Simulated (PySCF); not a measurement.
Gas-phase equilibrium of 1 mol GeF₄, 1.3 mol H₂ at 2500 K and 0.0100 bar, among 16 species (GeH₄, Ge₂H₆, F₂, GeF₂, GeF₃, F, H, GeH₃F, GeHF₃, HF, H₂, Ge₃H₈, GeH₃, GeH₂F₂, GeH₂, GeF₄). Only gases are allowed; each row takes one source of thermochemistry for all species, and Cantera finds the minimum.

Method: PySCF energies plus ideal-gas RRHO corrections (1 bar). † marks an energy on the PBE0/def2-TZVP geometry and frequencies. CCSD(T) freezes the core. Open shells (unrestricted) among the columns below: GeF₃ (multiplicity 2), F (multiplicity 2, electronic degeneracy 6), H (multiplicity 2); the rest are closed-shell singlets. Spin-orbit splitting is ignored; it lowers the true energy and changes the entropy of F. B3LYP is the form with VWN-RPA correlation. Ge: all electrons, no relativistic terms. GeF₃, GeH₂: computed as isolated molecules; such fragments, hydroxides, amides, oligomers or adducts are transient or little studied in the gas. CCSD(T) isn't extrapolated to the basis-set limit. The harmonic model lacks anharmonicity and excited electronic states, which grow with temperature; levels with a mode under 35 cm⁻¹ are left out.

Molecules larger than those listed are left out, and so are free Ge atoms, whose spin-orbit terms are large. Also missing: (HF)n, which can matter at low temperature or high pressure. Table species left out: H2F2, H3F3, H4F4.

Mole fractions:

```tsv
thermochemistry	x HF	x GeF₂	x H	x H₂	x F	x GeF₃	x GeH₂	x GeF₄
B3LYP/def2-TZVP†	0.58	0.29	0.061	0.059	0.0034	1.2e-6	2.1e-7	8.7e-9
CCSD(T)/def2-SVP†	0.56	0.29	0.099	0.042	0.010	2.7e-6	4.9e-7	9.4e-8
M06-2X/def2-TZVP†	0.58	0.29	0.071	0.053	0.0025	7.9e-6	9.7e-8	2.6e-7
r2SCAN/def2-TZVP†	0.58	0.29	0.074	0.052	0.0032	6.9e-6	9.1e-8	1.0e-7
LDA/def2-TZVP†	0.59	0.30	0.047	0.065	4.5e-5	2.1e-6	3.1e-7	2.9e-8
ωB97M-V/def2-TZVP†	0.58	0.29	0.070	0.054	0.0026	1.6e-6	2.1e-7	2.4e-8
```
The most sensitive of these is F: it spans a factor of 10^2.4 over these rows; at this temperature one factor of ten is RT ln 10 = 48 kJ/mol.
